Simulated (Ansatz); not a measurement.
Consider the ligand exchange at a B–N bond: `NB(N)Cl` + H–F → `NB(F)Cl` + NH₃.

Isolated molecules relaxed with PBE0-D4/def2-TZVP in Ansatz; ΔE leaves out vibrations. CCSD(T)/CBS is the MP2 limit (def2-TZVPP, def2-QZVPP) plus CCSD(T) − MP2 in def2-TZVPP, frozen cores. This one scheme is used for every species. DFT in def2-TZVPP. B3LYP here is the variant with VWN-RPA as its local correlation; programs differ in this. Each species was taken in one conformer, which may not be the lowest.

(1) Is it downhill or uphill in electronic energy at CCSD(T)/CBS, and by how much? (Best estimate.)

(2) What do these levels give: CAM-B3LYP-D4, B2PLYP, PBE, B3LYP, CCSD/def2-SVP, CCSD(T)/def2-TZVPP? (Best estimate.)

Largest T1 diagnostic among the species: 0.011.

Answers

(1) Computed: Downhill: ΔE = -9.1 kcal/mol.

(2) The calculation gave: CAM-B3LYP-D4 -10.8, B2PLYP -11.1, PBE -10.6, B3LYP -11.8, CCSD/def2-SVP -13.0, CCSD(T)/def2-TZVPP -10.3 kcal/mol.

The D4 term adds +1.2 kcal/mol with B3LYP and +0.6 kcal/mol with PBE0; it sums over pairs of atoms, weighted by their polarisabilities, and B3LYP, whose exchange is more repulsive, gets the larger term. In def2-TZVPP, CCSD(T) changes the Hartree–Fock value by +2.5 kcal/mol (the triples alone add +0.2 kcal/mol) and MP2 by +3.8 kcal/mol.
